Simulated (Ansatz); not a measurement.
Steps of a relaxation of `O[SiH](O)/C=C\[SiH2]F` with RKS PBE0-D4/def2-TZVP.

```sh
$ ansatz run in.yaml --threads 2 --pin off --events-out ev --progress --plain --max-ram 22528MiB --backend cuda --devices 0, --max-vram 18GiB
```

```yaml
crystal:
  periodic: [false, false, false]
  atoms:
    - {symbol: O, position_ang: [0.079000, 0.362210, -2.909980]}
    - {symbol: Si, position_ang: [0.010500, -0.277120, -1.421150]}
    - {symbol: O, position_ang: [1.425090, -1.047600, -1.193820]}
    - {symbol: C, position_ang: [-0.239130, 1.207810, -0.285840]}
    - {symbol: C, position_ang: [-0.389000, 1.168660, 1.037860]}
    - {symbol: Si, position_ang: [-0.393470, -0.366950, 2.112670]}
    - {symbol: F, position_ang: [0.811890, -1.355960, 1.651590]}
    - {symbol: H, position_ang: [0.584290, -0.079510, -3.586140]}
    - {symbol: H, position_ang: [-1.103020, -1.222940, -1.318700]}
    - {symbol: H, position_ang: [1.625270, -1.415510, -0.337010]}
    - {symbol: H, position_ang: [-0.260250, 2.175500, -0.775440]}
    - {symbol: H, position_ang: [-0.529090, 2.107460, 1.567260]}
    - {symbol: H, position_ang: [-0.045330, -0.051370, 3.492960]}
    - {symbol: H, position_ang: [-1.576750, -1.204670, 1.965740]}
basis:
  gaussian: {orbitals: def2-TZVP}
hamiltonian: {xc: pbe0, dispersion: d4}
relax: {f_tol: 0.005, max_steps: 150}
```

Positions (Å) and forces (eV/Å) along the path, 11 of 34 steps:

```xyz
14
step=1 energy=-24746.5002 eV
O     0.079    0.362   -2.910   -0.183    0.390   -0.295
Si    0.011   -0.277   -1.421    0.242    0.519    0.160
O     1.425   -1.048   -1.194    0.250   -0.056   -0.190
C    -0.239    1.208   -0.286    0.001   -0.589   -0.312
C    -0.389    1.169    1.038   -0.174   -0.349    0.503
Si   -0.393   -0.367    2.113    0.850    0.041   -0.634
F     0.812   -1.356    1.652   -0.090    0.120   -0.153
H     0.584   -0.080   -3.586    0.108   -0.164   -0.137
H    -1.103   -1.223   -1.319   -0.347   -0.252    0.191
H     1.625   -1.416   -0.337    0.005   -0.120    0.329
H    -0.260    2.175   -0.775    0.025    0.192   -0.108
H    -0.529    2.107    1.567    0.004    0.150    0.109
H    -0.045   -0.051    3.493   -0.165    0.221    0.470
H    -1.577   -1.205    1.966   -0.525   -0.103    0.066
14
step=2 energy=-24746.5631 eV
O     0.076    0.363   -2.931   -0.071    0.204   -0.152
Si    0.033   -0.266   -1.431   -0.050    0.124    0.205
O     1.453   -1.034   -1.197    0.212   -0.029   -0.102
C    -0.247    1.194   -0.284    0.106   -0.180   -0.150
C    -0.409    1.152    1.043    0.113   -0.140    0.177
Si   -0.379   -0.379    2.105    0.226   -0.060   -0.304
F     0.808   -1.368    1.600   -0.173    0.160    0.052
H     0.564   -0.094   -3.615    0.018   -0.079    0.001
H    -1.094   -1.216   -1.274   -0.074   -0.108    0.043
H     1.647   -1.401   -0.333   -0.078   -0.013    0.088
H    -0.246    2.169   -0.770   -0.022    0.083   -0.007
H    -0.515    2.095    1.582   -0.078    0.017   -0.003
H    -0.076   -0.039    3.509   -0.010    0.053    0.106
H    -1.616   -1.178    1.996   -0.119   -0.032    0.046
14
step=5 energy=-24746.5955 eV
O     0.006    0.363   -2.920    0.119   -0.144    0.109
Si    0.121   -0.259   -1.405   -0.060   -0.220   -0.167
O     1.607   -0.943   -1.252   -0.058    0.129   -0.015
C    -0.186    1.190   -0.278   -0.027    0.172    0.132
C    -0.410    1.135    1.043    0.066    0.179   -0.093
Si   -0.449   -0.383    2.094   -0.085   -0.193    0.095
F     0.594   -1.461    1.491   -0.042    0.049    0.047
H     0.409   -0.133   -3.638   -0.073    0.037    0.112
H    -0.926   -1.301   -1.145    0.115    0.112   -0.036
H     1.797   -1.352   -0.403   -0.058   -0.006   -0.053
H    -0.191    2.177   -0.750    0.041   -0.093    0.020
H    -0.557    2.077    1.579   -0.057   -0.040   -0.034
H    -0.029   -0.063    3.488   -0.019   -0.047   -0.148
H    -1.785   -1.047    2.097    0.137    0.064    0.031
14
step=7 energy=-24746.6086 eV
O    -0.002    0.359   -2.902    0.058   -0.049    0.059
Si    0.154   -0.255   -1.391    0.013   -0.043   -0.074
O     1.659   -0.905   -1.274   -0.063    0.084    0.001
C    -0.160    1.201   -0.267   -0.008   -0.028    0.061
C    -0.441    1.142    1.041    0.014    0.011   -0.047
Si   -0.481   -0.386    2.087   -0.053    0.037    0.034
F     0.510   -1.482    1.441    0.025   -0.026   -0.015
H     0.356   -0.158   -3.626   -0.028    0.004    0.023
H    -0.858   -1.313   -1.109    0.020    0.025   -0.010
H     1.836   -1.376   -0.456    0.001   -0.030   -0.003
H    -0.133    2.185   -0.739   -0.009    0.010   -0.017
H    -0.631    2.078    1.571   -0.002    0.014    0.018
H     0.016   -0.075    3.451    0.005   -0.022   -0.021
H    -1.824   -1.015    2.171    0.027    0.013   -0.009
14
step=10 energy=-24746.6120 eV
O     0.028    0.371   -2.893    0.011   -0.004   -0.001
Si    0.168   -0.251   -1.386   -0.009    0.000    0.002
O     1.678   -0.876   -1.249    0.010   -0.006    0.005
C    -0.172    1.203   -0.266    0.000    0.005   -0.006
C    -0.446    1.149    1.043    0.003   -0.007    0.004
Si   -0.481   -0.381    2.087    0.000   -0.005    0.013
F     0.480   -1.492    1.420   -0.003    0.006   -0.007
H     0.332   -0.174   -3.620   -0.008    0.004   -0.011
H    -0.831   -1.323   -1.126   -0.005    0.002   -0.005
H     1.827   -1.414   -0.469    0.006   -0.002    0.003
H    -0.160    2.183   -0.746   -0.004    0.000    0.003
H    -0.642    2.085    1.572   -0.004    0.002    0.001
H     0.049   -0.093    3.442    0.000    0.001   -0.002
H    -1.830   -0.988    2.190    0.003    0.004    0.002
14
step=15 energy=-24746.6137 eV
O     0.110    0.411   -2.898   -0.007    0.004    0.067
Si    0.182   -0.252   -1.402    0.009    0.006   -0.017
O     1.683   -0.887   -1.209   -0.029    0.017   -0.012
C    -0.200    1.185   -0.272   -0.014   -0.015   -0.006
C    -0.470    1.135    1.038    0.004    0.001    0.012
Si   -0.469   -0.376    2.108    0.015   -0.001   -0.001
F     0.400   -1.527    1.382   -0.013    0.012    0.017
H     0.366   -0.143   -3.636    0.016   -0.017   -0.039
H    -0.835   -1.325   -1.226    0.009    0.005    0.001
H     1.797   -1.436   -0.430    0.000   -0.008    0.006
H    -0.223    2.163   -0.757    0.010    0.003   -0.001
H    -0.691    2.071    1.557   -0.010   -0.006   -0.004
H     0.176   -0.084    3.413   -0.008   -0.013   -0.019
H    -1.825   -0.935    2.330    0.019    0.013   -0.004
14
step=19 energy=-24746.6149 eV
O     0.174    0.440   -2.897    0.002   -0.013   -0.004
Si    0.179   -0.256   -1.415    0.004    0.002   -0.024
O     1.668   -0.901   -1.176    0.001   -0.003    0.011
C    -0.245    1.166   -0.280    0.022    0.011    0.001
C    -0.498    1.125    1.034   -0.012   -0.003   -0.004
Si   -0.447   -0.366    2.127    0.034   -0.076   -0.021
F     0.320   -1.560    1.351   -0.050    0.074    0.053
H     0.477   -0.087   -3.637   -0.006    0.008    0.030
H    -0.846   -1.330   -1.305    0.003    0.002   -0.002
H     1.750   -1.476   -0.411   -0.006    0.004   -0.010
H    -0.299    2.139   -0.773   -0.014   -0.009    0.002
H    -0.748    2.060    1.541    0.007   -0.001    0.002
H     0.315   -0.083    3.370   -0.017   -0.007   -0.029
H    -1.800   -0.871    2.470    0.032    0.010   -0.005
14
step=20 energy=-24746.6146 eV rejected
O     0.205    0.453   -2.896    0.016   -0.021   -0.023
Si    0.179   -0.256   -1.420   -0.010   -0.007   -0.034
O     1.662   -0.908   -1.158    0.002   -0.022    0.038
C    -0.264    1.160   -0.284   -0.050    0.012   -0.016
C    -0.513    1.120    1.031    0.041    0.010    0.005
Si   -0.436   -0.362    2.134    0.048   -0.098   -0.019
F     0.279   -1.575    1.337   -0.062    0.100    0.077
H     0.540   -0.060   -3.633   -0.021    0.017    0.059
H    -0.851   -1.328   -1.340    0.011    0.009   -0.004
H     1.722   -1.503   -0.406   -0.005    0.026   -0.034
H    -0.351    2.127   -0.783    0.033   -0.018    0.018
H    -0.768    2.055    1.535   -0.027   -0.014   -0.006
H     0.380   -0.080    3.344   -0.030   -0.015   -0.046
H    -1.783   -0.843    2.539    0.053    0.019   -0.016
14
step=22 energy=-24746.6154 eV
O     0.215    0.458   -2.897    0.016   -0.011   -0.018
Si    0.178   -0.255   -1.423   -0.015   -0.006   -0.015
O     1.658   -0.907   -1.150   -0.006   -0.035    0.048
C    -0.276    1.158   -0.287   -0.004    0.007   -0.004
C    -0.519    1.117    1.029    0.036    0.009    0.012
Si   -0.430   -0.362    2.136    0.003   -0.039   -0.023
F     0.269   -1.579    1.338   -0.022    0.038    0.032
H     0.561   -0.055   -3.629   -0.015    0.012    0.036
H    -0.852   -1.327   -1.354    0.010    0.004   -0.002
H     1.706   -1.514   -0.406    0.001    0.040   -0.046
H    -0.360    2.127   -0.783    0.005   -0.011    0.005
H    -0.778    2.051    1.534   -0.019   -0.011   -0.005
H     0.401   -0.078    3.333   -0.007   -0.003   -0.017
H    -1.772   -0.834    2.558    0.019    0.006   -0.002
14
step=28 energy=-24746.6159 eV
O     0.259    0.478   -2.894    0.001   -0.003    0.011
Si    0.178   -0.252   -1.430    0.012   -0.002   -0.004
O     1.649   -0.913   -1.123   -0.017    0.005   -0.001
C    -0.300    1.150   -0.292    0.000   -0.002   -0.001
C    -0.533    1.109    1.025    0.000    0.002    0.002
Si   -0.415   -0.359    2.141   -0.003    0.001    0.005
F     0.216   -1.600    1.327    0.000   -0.001    0.000
H     0.616   -0.035   -3.620    0.000    0.000   -0.007
H    -0.854   -1.323   -1.405    0.001    0.001    0.000
H     1.673   -1.535   -0.393    0.005   -0.001    0.001
H    -0.409    2.115   -0.791   -0.001    0.000    0.000
H    -0.815    2.038    1.527    0.000    0.001   -0.001
H     0.481   -0.082    3.291   -0.003   -0.002   -0.004
H    -1.745   -0.792    2.637    0.006    0.001   -0.002
14
step=34 energy=-24746.6159 eV
O     0.269    0.482   -2.892    0.001   -0.002   -0.001
Si    0.179   -0.253   -1.431   -0.002    0.001    0.000
O     1.646   -0.916   -1.117    0.003   -0.001    0.000
C    -0.304    1.148   -0.293    0.002    0.001    0.001
C    -0.535    1.108    1.024   -0.002   -0.001   -0.001
Si   -0.413   -0.358    2.142    0.001   -0.005    0.001
F     0.208   -1.602    1.326   -0.002    0.004    0.002
H     0.621   -0.030   -3.621   -0.001    0.002    0.002
H    -0.855   -1.322   -1.416    0.000    0.000    0.000
H     1.669   -1.539   -0.388   -0.002    0.001    0.000
H    -0.417    2.112   -0.793   -0.001   -0.001    0.000
H    -0.821    2.037    1.524    0.001    0.000    0.001
H     0.492   -0.083    3.285    0.001    0.001   -0.001
H    -1.739   -0.786    2.650   -0.001    0.000   -0.002
```

Hardware: 2 threads of an AMD EPYC 7R13 on a shared host and a share of an NVIDIA H100 80 GB. Wall time 61 s, peak host memory 0.97 GiB.
